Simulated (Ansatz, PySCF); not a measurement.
This Ansatz (a quantum-chemistry and plane-wave program) input computes a CAM-B3LYP/def2-TZVPD energy:

Ansatz 0.2 input:
```yaml
crystal:
  periodic: [false, false, false]
  atoms:
    - {symbol: Ba, position_ang: [-0.00000000, -0.00000000, -0.62886067]}
    - {symbol: Cl, position_ang: [0.00000000, 0.00000000, 2.07154102]}
basis:
  gaussian:
    orbitals: def2-TZVPD
hamiltonian:
  xc: {name: CAM-B3LYP}
magnetization: {spin_polarized: true, initial_magnetization: 1}
output: {forces: true}
```

Q: Write an input for the same energy in PySCF and say what it gives.

A: 
```python
from pyscf import gto, scf, dft

mol = gto.M(
    atom='''
    Ba   -0.00000000   -0.00000000   -0.62886067
    Cl    0.00000000    0.00000000    2.07154102
    ''',
    basis='def2-tzvpd',
    ecp='def2-tzvp',
    charge=0,
    spin=1,
    symmetry='C2v',
    verbose=4,
)

mf = dft.UKS(mol, xc='camb3lyp').density_fit(auxbasis='def2-universal-jkfit')
mf.grids.level = 3
mf.conv_tol = 1e-9
mf.max_cycle = 100
mf.max_memory = 1500
mf.kernel()
if not mf.converged:
    mf = mf.newton()
    mf.kernel(mf.make_rdm1())
mf.analyze()
```
It gives -485.74810 Eh, and Ansatz -485.75107 Eh, a difference of 2.97 mEh. That is more than fitting and grids explain: the two runs ended on different electronic states or use different definitions.
